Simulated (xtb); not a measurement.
InP (SMILES [P]=[In]), triplet, from a rough starting geometry (GFN-xTB shapes and energies of metal compounds can be far from the true ones).

Input for xtb:
```
$ xtb mol.xyz --gfn 2 --uhf 2 --opt vtight --json

# file mol.xyz
2

In     0.05862139    -0.08595277    -1.31130805
P     -0.02062073     0.03636128     1.32195427
```

Problem. What does this run give for the total energy at the end of the optimisation, dipole moment?

Solution. 
| Item | Value |
|---|---|
| total energy at the end of the optimisation | -3.6683 Eh |
| dipole moment | 5.17 D |
